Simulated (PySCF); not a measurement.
## Broadened absorption spectrum of C6H7BrP2

C6H7BrP2.
InChI=1S/C6H7BrP2/c1-4-3-8-5(2)9-6(4)7/h3H,1-2H3

Method used: TDDFT PBE0/def2-SVPD, vertical, gas phase, core orbitals frozen in the response in PySCF 2.14.0, density-fitted response routines. Geometry: PBE0-D3(BJ)/def2-SVP; no solvent, vibrations or thermal averaging. The PBE0/def2-SVPD calculation is non-relativistic and has no spin–orbit coupling, an omission that weighs most on bromine.

Computed states:

| state | E (eV) | f |
| --- | --- | --- |
| S1 | 3.89 | 0.012 |
| S2 | 3.89 | 0.0084 |
| S3 | 4.22 | 0.0011 |
| S4 | 4.25 | 0.109 |
| S5 | 4.91 | 0.194 |
| S6 | 4.92 | 0.016 |
| S7 | 5.16 | 0.325 |
| S8 | 5.33 | 0.0013 |
| S9 | 5.35 | 0.0002 |
| S10 | 5.36 | 0.0051 |

Each state is given a Gaussian of 0.25 eV full width at half maximum, with ε(max) = 2.175×10⁸ f / Δν̃ (Δν̃ the width in cm⁻¹). The cross-section is σ = 3.8235×10⁻²¹ ε cm², given in Mb (10⁻¹⁸ cm²). The width is an assumption, not a result. The curve ends short of the highest state used, and states not computed would add to its high-energy end.

(1) What does the envelope look like, and where are its maxima?

(2) Coming from long wavelengths, where does ε first pass 100 L mol⁻¹ cm⁻¹?

(3) On this curve, what absorbance would a 10⁻⁵ mol/L sample give at 308 nm over a 1 cm path?

Results:

(1) 
```tsv
E (eV)	σ (Mb)
3.51	0.01
3.55	0.05
3.59	0.16
3.62	0.33
3.66	0.81
3.69	1.44
3.73	2.73
3.76	4.03
3.80	5.97
3.84	7.69
3.87	8.51
3.91	8.74
3.94	8.41
3.98	7.97
4.01	8.36
4.05	10.97
4.09	16.78
4.12	23.14
4.16	32.89
4.19	39.53
4.23	44.88
4.26	45.03
4.30	39.98
4.34	30.81
4.37	23.09
4.41	13.88
4.44	8.64
4.48	4.08
4.51	2.17
4.55	1.07
4.59	1.26
4.62	2.36
4.66	5.87
4.69	10.84
4.73	21.78
4.76	33.53
```

Maxima: 318 nm (3.90 eV), ε about 2300, made up of S1 (58%) and S2 (39%); 292 nm (4.25 eV), ε about 12000, made up of S4 (99%) (ε in L mol⁻¹ cm⁻¹; maxima over ε = 5, shares over 10%). At its high-energy end, 4.76 eV, the curve is still rising (ε about 8800, from S5).

(2) At about 342 nm (3.63 eV), 0.26 eV below S1.

(3) 308 nm is 4.025 eV, where ε is about 2400 L mol⁻¹ cm⁻¹, so A = ε c l ≈ 0.024 (Beer–Lambert, with the gas-phase spectrum and the assumed width).

All these states lie below the vertical ionisation energy of 8.56 eV (ΔSCF).

Hardware: Arm Neoverse V1, one thread, no GPU, shared host with 32 logical CPUs at a one-minute load of 16. Cost: 8.0 min, 1.1 GiB resident at most.
